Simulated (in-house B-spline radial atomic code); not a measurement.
Inner levels of hafnium as electrons are removed. A shift is the extra binding of the orbital against the neutral atom ([Xe] 4f14 5d2 6s2). Computed with an all-electron radial atomic-structure program (B-spline basis): non-relativistic Hartree-Fock, average of the configuration, point nuclei.

This level leaves out relativity, spin-orbit splitting included, which matters for heavy ions.

```
  ion  configuration  shift of 2s (eV)  shift of 3s (eV)  shift of 1s (eV)  radius of 2s (bohr)  radius of 3s (bohr)  radius of 1s (bohr)  Σ<r²> (bohr²)  change of density at nucleus (bohr⁻³)
Hf46+       [Ar] 3d8           2408.19           2211.73            2471.5             0.088609              0.21868             0.021041        0.77573                                 -863.7
Hf47+       [Ar] 3d7           2559.15           2322.91           2630.24             0.088533              0.21755             0.021041        0.72818                                -747.26
Hf48+       [Ar] 3d6           2712.02           2435.17            2791.3             0.088454              0.21643             0.021041        0.68207                                -628.47
Hf49+       [Ar] 3d5           2866.79           2548.54           2954.67             0.088373              0.21531             0.021041        0.63734                                -507.33
Hf50+       [Ar] 3d4                 ?                 ?                 ?                    ?                    ?                    ?              ?                                      ?
Hf51+       [Ar] 3d3                 ?                 ?                 ?                    ?                    ?                    ?              ?                                      ?
Hf52+       [Ar] 3d2           3342.43           2895.14           3458.66             0.088117              0.21201             0.021042        0.51087                                -129.79
Hf53+       [Ar] 3d1           3504.71           3012.84           3631.28             0.088027              0.21093             0.021042        0.47114                                  0.806
Hf54+   [Ne] 3s2 3p6                 ?                 ?                 ?                    ?                    ?                    ?              ?                                      ?
Hf55+   [Ne] 3s2 3p5           3818.05           3236.65           3980.56             0.087845              0.20906              0.02104        0.38391                                 276.14
Hf56+   [Ne] 3s2 3p4           3968.48            3342.4           4156.67             0.087754              0.20826             0.021037         0.3362                                 420.53
```

Problem. Fill in the row of Hf50+.

Solution. shift of 2s (eV): 3023.46; shift of 3s (eV): 2662.99; shift of 1s (eV): 3120.36; radius of 2s (bohr): 0.08829; radius of 3s (bohr): 0.2142; radius of 1s (bohr): 0.021042; Σ<r²> (bohr²): 0.59393; change of density at nucleus (bohr⁻³): -383.84.

Problem. Fill in the row of Hf51+.

Solution. shift of 2s (eV): 3182.01; shift of 3s (eV): 2778.52; shift of 1s (eV): 3288.35; radius of 2s (bohr): 0.088204; radius of 3s (bohr): 0.2131; radius of 1s (bohr): 0.021042; Σ<r²> (bohr²): 0.55179; change of density at nucleus (bohr⁻³): -257.99.

Problem. Fill in the row of Hf54+.

Solution. shift of 2s (eV): 3668.85; shift of 3s (eV): 3131.62; shift of 1s (eV): 3806.2; radius of 2s (bohr): 0.087936; radius of 3s (bohr): 0.20985; radius of 1s (bohr): 0.021042; Σ<r²> (bohr²): 0.43254; change of density at nucleus (bohr⁻³): 133.74.
